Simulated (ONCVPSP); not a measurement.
## N (Z = 7): from the effect back to the setting (ONCV)

Base potential:

```json
{
 "Element": "N (Z = 7)",
 "Generator": "ONCVPSP 4.0.1",
 "Type": "optimised norm-conserving Vanderbilt (ONCV)",
 "Functional": "PBEsol",
 "Relativity": "scalar-relativistic",
 "Frozen core": "[He]",
 "Valence charge": "5",
 "Reference configuration": "2s2 2p2.5 (charge +0.5)",
 "Partial waves": "2s: rc 0.90 bohr, ncon 4, nbas 8, qcut 8.7 1/bohr, local; 2p: rc 1.75 bohr, ncon 4, nbas 7, qcut 8.6 1/bohr, 2 projectors, debl 3.2 Ha; d scattering state at 0.08 Ha: rc 1.50 bohr, ncon 4, nbas 9, qcut 6.3 1/bohr, 1 projector",
 "Local potential": "the s channel",
 "Core correction": "none"
}
```

Cutoffs, loose and tight: the cutoffs (Ha) at which the residual kinetic energy of the hardest occupied pseudo-wave falls to 1 and 0.1 mHa per electron. They do not see the model core or the augmentation charge, which bear on the density cutoff. Test errors are all-electron minus pseudo excitation energies from the reference, over the configurations 2s2 2p3; 2s2 2p2; 2s2 2p1; 2s1 2p0; variants that change the core or the reference have their own tests.

Only the scale of all radii (base = 1) is moved:

```tsv
scale of all radii (base = 1)	cutoff, loose	cutoff, tight	bound ghosts	largest test error (meV)	median size of the test errors
0.78	103 Ha	342 Ha	none	+825	41.3 meV
0.87	30 Ha	46 Ha	none	+1012	54.5 meV
0.93	31 Ha	39 Ha	none	+1189	68.3 meV
1.05	30 Ha	39 Ha	none	+1524	95.5 meV
1.11	29 Ha	37 Ha	none	+1709	111.1 meV
1.18	28 Ha	35 Ha	none	+2027	138.1 meV
1.27	27 Ha	33 Ha	none	+2308	163.1 meV
1.33	25 Ha	32 Ha	none	+2776	203.8 meV
```

Task: One more run gave cutoff, loose: 31 Ha; cutoff, tight: 40 Ha; bound ghosts: none; largest test error (meV): +1284; median size of the test errors: 75.8 meV. Which value of the scale of all radii (base = 1) was used?

Result: 0.97. The median size of the test errors moves one way along this sweep, from 41.3 meV at 0.78 to 203.8 meV at 1.33, which places the run between 0.93 and 1.05.
